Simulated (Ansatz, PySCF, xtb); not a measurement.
GaH3 (SMILES [GaH3]) and NH3 (SMILES N) are pulled apart as rigid monomers along the line of their centres of mass, from the B3LYP-D3(BJ)/def2-TZVP minimum. Starting geometry (charge 0, multiplicity 1):
```
atom    x (Å)    y (Å)    z (Å)
----  -------  -------  -------
Ga     0.4703  -0.3679   0.7709
H      0.0872  -1.9012   0.8392
H     -0.2810   0.5411  -0.2834
H      1.9285   0.0557   1.2143
N     -0.5943   0.2920   2.5553
H     -1.5876   0.1058   2.4681
H     -0.2501  -0.1936   3.3767
H     -0.4684   1.2884   2.6982
```

Interaction energies with rigid monomers; basis-set methods are counterpoise corrected unless marked otherwise.

Rows in 6-31G* carry no dispersion term and start afresh at each structure (6-31G* with six Cartesian d functions); the Pople sets are all-electron and without relativity. MP2/6-31G* freezes PySCF's default core, which leaves 3d correlated.

The values were computed with Ansatz (a first-principles code) with Gaussian orbitals; PySCF for 6-31G* rows, the dispersion terms; xtb for the GFN methods. Each number belongs to the level named beside it.

```json
[
 {"Ga1···N5 (Å)": "1.96", "GFN2-xTB (meV)": "-1230.7", "HF/6-31G* (meV)": "[?]", "r2SCAN-D3(BJ)/def2-TZVPPD (meV)": "-1074.2", "PBE0-D4/def2-TZVPPD (meV)": "-1015.1", "MP2/6-31G* (meV)": "-838.8"},
 {"Ga1···N5 (Å)": "2.18", "GFN2-xTB (meV)": "-1334.8", "HF/6-31G* (meV)": "-988.5", "r2SCAN-D3(BJ)/def2-TZVPPD (meV)": "-1215.5", "PBE0-D4/def2-TZVPPD (meV)": "[?]", "MP2/6-31G* (meV)": "-1081.6"},
 {"Ga1···N5 (Å)": "2.51", "GFN2-xTB (meV)": "-1160.9", "HF/6-31G* (meV)": "-872.0", "r2SCAN-D3(BJ)/def2-TZVPPD (meV)": "-993.7", "PBE0-D4/def2-TZVPPD (meV)": "-959.5", "MP2/6-31G* (meV)": "-945.7"},
 {"Ga1···N5 (Å)": "3.05", "GFN2-xTB (meV)": "-726.5", "HF/6-31G* (meV)": "-513.1", "r2SCAN-D3(BJ)/def2-TZVPPD (meV)": "-540.3", "PBE0-D4/def2-TZVPPD (meV)": "-525.0", "MP2/6-31G* (meV)": "-544.8"},
 {"Ga1···N5 (Å)": "3.92", "GFN2-xTB (meV)": "-246.9", "HF/6-31G* (meV)": "-194.9", "r2SCAN-D3(BJ)/def2-TZVPPD (meV)": "-184.5", "PBE0-D4/def2-TZVPPD (meV)": "-188.1", "MP2/6-31G* (meV)": "-194.6"}
]
```

Complete the blanks.


- 2.18, PBE0-D4/def2-TZVPPD (meV): -1166.6
- 1.96, HF/6-31G* (meV): -737.4
